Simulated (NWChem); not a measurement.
Program: NWChem. System: Cl$_{2}$Sn, charge 0, spin multiplicity 1, at a geometry optimised with PBE/def2-SVP with def2 effective core potentials on Sn. The structure started from a generated list of species. Level: RHF/def2-TZVP with def2 effective core potentials on Sn.

Job file:

```
start mol
memory heap 200 mb stack 900 mb global 1100 mb
geometry units angstroms nocenter noautoz
  Sn     0.000000     0.000000     0.626645
  Cl     1.849239     0.000000    -0.921537
  Cl    -1.849239     0.000000    -0.921537
  symmetry group C2v
end
basis spherical
  * library def2-tzvp
end
ecp
  Sn library def2-ecp
end
scf
  rhf
  nopen 0
  maxiter 100
  thresh 1e-7
  semidirect memsize 60000000 filesize 0
end
task scf energy
```

NWChem printed:

```
             Northwest Computational Chemistry Package (NWChem) 7.3.0
             --------------------------------------------------------

                                NWChem Input Module
                                -------------------

 Scaling coordinates for geometry "geometry" by  1.889725989
 (inverse scale =  0.529177249)

 Turning off AUTOSYM since
 SYMMETRY directive was detected!

                             Geometry "geometry" -> ""
                             -------------------------

 Output coordinates in angstroms (scale by  1.889725989 to convert to a.u.)

  No.       Tag          Charge          X              Y              Z
 ---- ---------------- ---------- -------------- -------------- --------------
    1 Sn                  50.0000     0.00000000     0.00000000     0.62664500
    2 Cl                  17.0000     1.84923900     0.00000000    -0.92153700
    3 Cl                  17.0000    -1.84923900     0.00000000    -0.92153700

 Effective nuclear repulsion energy (a.u.)     414.3572851231

            Nuclear Dipole moment (a.u.)
            ----------------------------
        X                 Y               Z
 ---------------- ---------------- ----------------
     0.0000000000     0.0000000000    -0.0000151178

      Symmetry information
      --------------------

 Group name             C2v
 Group number             16
 Group order               4
 No. of unique centers     2

      Symmetry unique atoms

     1    2


 Summary of "ao basis" -> "" (spherical)
 ------------------------------------------------------------------------------
       Tag                 Description            Shells   Functions and Types
 ---------------- ------------------------------  ------  ---------------------
 *                         def2-tzvp                  on all atoms

 Summary of "ao basis" -> "ao basis" (spherical)
 ------------------------------------------------------------------------------
       Tag                 Description            Shells   Functions and Types
 ---------------- ------------------------------  ------  ---------------------
 Sn                        def2-tzvp                16       50   6s5p3d2f
 Cl                        def2-tzvp                13       37   5s5p2d1f

                                 NWChem SCF Module
                                 -----------------

  ao basis        = "ao basis"
  functions       =   124
  atoms           =     3
  closed shells   =    28
  open shells     =     0
  charge          =   0.00
  wavefunction    = RHF
  use symmetry    = T
  symmetry adapt  = T

 Summary of "ao basis" -> "ao basis" (spherical)
 ------------------------------------------------------------------------------
       Tag                 Description            Shells   Functions and Types
 ---------------- ------------------------------  ------  ---------------------
 Sn                        def2-tzvp                16       50   6s5p3d2f
 Cl                        def2-tzvp                13       37   5s5p2d1f

      Symmetry analysis of basis
      --------------------------

        a1         46
        a2         17
        b1         37
        b2         24

 Forming initial guess at       0.1s

      Superposition of Atomic Density Guess
      -------------------------------------

 Sum of atomic energies:       -1168.06748091

      Non-variational initial energy
      ------------------------------

 Total energy =   -1132.357146
 1-e energy   =   -2056.290479
 2-e energy   =     718.460103
 HOMO         =      -0.302145
 LUMO         =      -0.054500

      Symmetry analysis of molecular orbitals - initial
      -------------------------------------------------

  Numbering of irreducible representations:

     1 a1          2 a2          3 b1          4 b2

  Orbital symmetries:

     1 a1          2 b1          3 a1          4 b1          5 a1
     6 b1          7 a1          8 b2          9 b1         10 a2
    11 a1         12 b1         13 a1         14 b2         15 b1
    16 a1         17 a1         18 a2         19 b2         20 a1
    21 b1         22 a1         23 b1         24 a1         25 b2
    26 a2         27 b1         28 a1         29 b2         30 b1
    31 a1         32 b2         33 a1         34 b1         35 a1
    36 b2         37 a2         38 a1

 Starting SCF solution at       1.5s

 ----------------------------------------------
         Quadratically convergent ROHF

 Convergence threshold     :          1.000E-07
 Maximum no. of iterations :          100
 Final Fock-matrix accuracy:          1.000E-09
 ----------------------------------------------

              iter       energy          gnorm     gmax       time
             ----- ------------------- --------- --------- --------
                 1    -1132.4400308896  7.41D-01  1.65D-01      1.5
                 2    -1132.4914267104  1.94D-01  4.79D-02      1.7
                 3    -1132.4952974399  1.74D-02  4.97D-03      1.8
                 4    -1132.4953560515  1.80D-04  4.20D-05      2.1
                 5    -1132.4953560563  3.01D-08  9.64D-09      2.5

       Final RHF  results
       ------------------

         Total SCF energy =  -1132.495356056327
      One-electron energy =  -2057.226049188219
      Two-electron energy =    719.257463502905
 Nuclear repulsion energy =    205.473229628987

        Time for solution =      1.0s

       Symmetry analysis of molecular orbitals - final
       -----------------------------------------------

  Numbering of irreducible representations:

     1 a1          2 a2          3 b1          4 b2

  Orbital symmetries:

     1 a1          2 b1          3 b1          4 a1          5 b1
     6 a1          7 a2          8 b2          9 b1         10 a1
    11 a1         12 b2         13 b1         14 a1         15 a1
    16 a2         17 b1         18 b2         19 a1         20 a1
    21 b1         22 a1         23 b1         24 a1         25 b2
    26 a2         27 b1         28 a1         29 b2         30 b1
    31 a1         32 b2         33 a1         34 b1         35 a1
    36 b2         37 a2         38 a1

             Final eigenvalues
             -----------------

              1
    1 -104.8116
    2 -104.8116
    3  -10.5399
    4  -10.5399
    5   -8.0062
    6   -8.0062
    7   -8.0056
    8   -8.0056
    9   -8.0055
   10   -8.0055
   11   -5.9290
   12   -4.1200
   13   -4.1144
   14   -4.1121
   15   -1.3872
   16   -1.3838
   17   -1.3814
   18   -1.3810
   19   -1.3751
   20   -1.0660
   21   -1.0501
   22   -0.6201
   23   -0.4943
   24   -0.4709
   25   -0.4640
   26   -0.4476
   27   -0.4395
   28   -0.3817
   29   -0.0207
   30    0.0604
   31    0.0697
   32    0.1593
   33    0.1871
   34    0.1974
   35    0.2501
   36    0.2856
   37    0.2898
   38    0.3065

                       ROHF Final Molecular Orbital Analysis
                       -------------------------------------

 Vector   26  Occ=2.000000D+00  E=-4.476102D-01  Symmetry=a2
              MO Center= -1.8D-16,  2.7D-16, -8.8D-01, r^2= 4.5D+00
   Bfn.  Coefficient  Atom+Function         Bfn.  Coefficient  Atom+Function
  ----- ------------  ---------------      ----- ------------  ---------------
    66      0.377110  2 Cl py               103     -0.377110  3 Cl py
    69      0.263827  2 Cl py               106     -0.263827  3 Cl py
    63      0.174269  2 Cl py               100     -0.174269  3 Cl py

 Vector   27  Occ=2.000000D+00  E=-4.394828D-01  Symmetry=b1
              MO Center= -2.7D-15, -1.4D-17, -8.7D-01, r^2= 4.7D+00
   Bfn.  Coefficient  Atom+Function         Bfn.  Coefficient  Atom+Function
  ----- ------------  ---------------      ----- ------------  ---------------
    65      0.331011  2 Cl px               102      0.331011  3 Cl px
    68      0.224898  2 Cl px               105      0.224898  3 Cl px
    67      0.203895  2 Cl pz               104     -0.203895  3 Cl pz
    62      0.150380  2 Cl px                99      0.150380  3 Cl px

 Vector   28  Occ=2.000000D+00  E=-3.816783D-01  Symmetry=a1
              MO Center= -1.4D-13,  3.1D-16,  3.3D-01, r^2= 4.4D+00
   Bfn.  Coefficient  Atom+Function         Bfn.  Coefficient  Atom+Function
  ----- ------------  ---------------      ----- ------------  ---------------
     5      0.441124  1 Sn s                  6      0.426632  1 Sn s
     2      0.331472  1 Sn s                  3     -0.266947  1 Sn s
    67     -0.247412  2 Cl pz               104     -0.247412  3 Cl pz
    18      0.240826  1 Sn pz                 1     -0.209133  1 Sn s
     4     -0.202506  1 Sn s                 12     -0.198415  1 Sn pz

 Vector   29  Occ=0.000000D+00  E=-2.068921D-02  Symmetry=b2
              MO Center= -5.6D-14,  3.6D-15,  6.8D-01, r^2= 4.5D+00
   Bfn.  Coefficient  Atom+Function         Bfn.  Coefficient  Atom+Function
  ----- ------------  ---------------      ----- ------------  ---------------
    20      0.527807  1 Sn py                17      0.449873  1 Sn py
    11     -0.300830  1 Sn py                14      0.245146  1 Sn py
    69     -0.192316  2 Cl py               106     -0.192316  3 Cl py

 Vector   30  Occ=0.000000D+00  E= 6.036479D-02  Symmetry=b1
              MO Center=  3.4D-13, -2.2D-16,  9.7D-01, r^2= 6.5D+00
   Bfn.  Coefficient  Atom+Function         Bfn.  Coefficient  Atom+Function
  ----- ------------  ---------------      ----- ------------  ---------------
    19      0.944958  1 Sn px                55     -0.282145  2 Cl s
    92      0.282145  3 Cl s                 13      0.238903  1 Sn px
    10     -0.224341  1 Sn px                35     -0.192799  1 Sn d  1
    70     -0.179283  2 Cl pz               107      0.179283  3 Cl pz

 Vector   31  Occ=0.000000D+00  E= 6.970005D-02  Symmetry=a1
              MO Center= -8.8D-14,  7.0D-15,  7.7D-01, r^2= 7.0D+00
   Bfn.  Coefficient  Atom+Function         Bfn.  Coefficient  Atom+Function
  ----- ------------  ---------------      ----- ------------  ---------------
    21      0.979789  1 Sn pz                 5     -0.430180  1 Sn s
    55      0.301095  2 Cl s                 92      0.301095  3 Cl s
    68     -0.237596  2 Cl px               105      0.237596  3 Cl px
    15      0.218966  1 Sn pz                 2     -0.213048  1 Sn s
    12     -0.189731  1 Sn pz                 6     -0.171856  1 Sn s

 center of mass
 --------------
 x =   0.00000000 y =   0.00000000 z =   0.09489294

 moments of inertia (a.u.)
 ------------------
         375.739243752824           0.000000000000           0.000000000000
           0.000000000000        1229.812465559010           0.000000000000
           0.000000000000           0.000000000000         854.073221806187

  Mulliken analysis of the total density
  --------------------------------------

    Atom       Charge   Shell Charges
 -----------   ------   -------------------------------------------------------
    1 Sn  22    21.06   0.29 -0.78  1.54  0.94  1.15  0.66 -0.40  6.35  0.41  0.58  0.08  8.97  1.04  0.16  0.05  0.00
    2 Cl  17    17.47   2.01  0.45  1.52  1.08  0.90  4.18  1.69  1.06  2.88  1.68  0.00  0.02  0.00
    3 Cl  17    17.47   2.01  0.45  1.52  1.08  0.90  4.18  1.69  1.06  2.88  1.68  0.00  0.02  0.00

       Multipole analysis of the density wrt the origin
       ------------------------------------------------

     L   x y z        total         open         nuclear
     -   - - -        -----         ----         -------
     0   0 0 0      0.000000      0.000000     56.000000

     1   1 0 0      0.000000      0.000000      0.000000
     1   0 1 0     -0.000000      0.000000      0.000000
     1   0 0 1      1.489291      0.000000    -33.157261

     2   2 0 0    -43.522380      0.000000    415.205097
     2   1 1 0      0.000000      0.000000      0.000000
     2   1 0 1     -0.000000      0.000000      0.000000
     2   0 2 0    -34.551293      0.000000      0.000000
     2   0 1 1      0.000000      0.000000      0.000000
     2   0 0 2    -38.363045      0.000000    133.960914

 Task  times  cpu:        2.5s     wall:        2.5s

 Total times  cpu:        2.5s     wall:        2.5s
```
